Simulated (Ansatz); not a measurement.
`C=[C]1[S][Al]1[CH3]`, relaxed with RKS PBE-D4/def2-SVP in Ansatz from a rough embedded geometry. The force threshold is 0.03 eV/Å; the program also tests the step.

Charge 0, multiplicity 1.

Start:

```xyz
10

C     1.103   -0.032   -2.272
C     0.626    0.626   -1.267
S     0.527    2.214   -0.402
Al   -0.607    0.708    0.457
C    -0.993   -0.519    1.963
H     0.882   -1.163   -2.338
H     1.751    0.384   -2.992
H    -1.059   -1.569    1.619
H    -0.238   -0.414    2.824
H    -1.991   -0.235    2.408
```

```json
{"step": "1", "energy (eV)": "-20602.9147", "largest force (eV/Å)": "4.206", "largest move (Å)": "0.000"}
{"step": "2", "energy (eV)": "-20603.8541", "largest force (eV/Å)": "1.632", "largest move (Å)": "0.193"}
{"step": "3", "energy (eV)": "-20604.0142", "largest force (eV/Å)": "1.248", "largest move (Å)": "0.195"}
{"step": "4", "energy (eV)": "-20604.0817", "largest force (eV/Å)": "0.595", "largest move (Å)": "0.200"}
{"step": "5", "energy (eV)": "-20604.0879", "largest force (eV/Å)": "0.428", "largest move (Å)": "0.114"}
{"step": "6", "energy (eV)": "-20604.1032", "largest force (eV/Å)": "0.389", "largest move (Å)": "0.043"}
{"step": "7", "energy (eV)": "-20604.1067", "largest force (eV/Å)": "0.087", "largest move (Å)": "0.043"}
{"step": "8", "energy (eV)": "-20604.1072", "largest force (eV/Å)": "0.054", "largest move (Å)": "0.021"}
{"step": "9", "energy (eV)": "-20604.1079", "largest force (eV/Å)": "0.029", "largest move (Å)": "0.014"}
```

End:

```xyz
10

C     1.131    0.007   -2.388
C     0.614    0.349   -1.197
S     0.511    2.080   -0.464
Al   -0.208    0.273    0.509
C    -1.059   -0.490    2.088
H     1.129   -1.051   -2.699
H     1.568    0.739   -3.090
H    -1.251   -1.575    1.967
H    -0.411   -0.348    2.979
H    -2.024    0.017    2.294
```

Run time 11 s (4 threads of an Arm Neoverse V2 on a shared host); peak host memory 0.15 GiB.
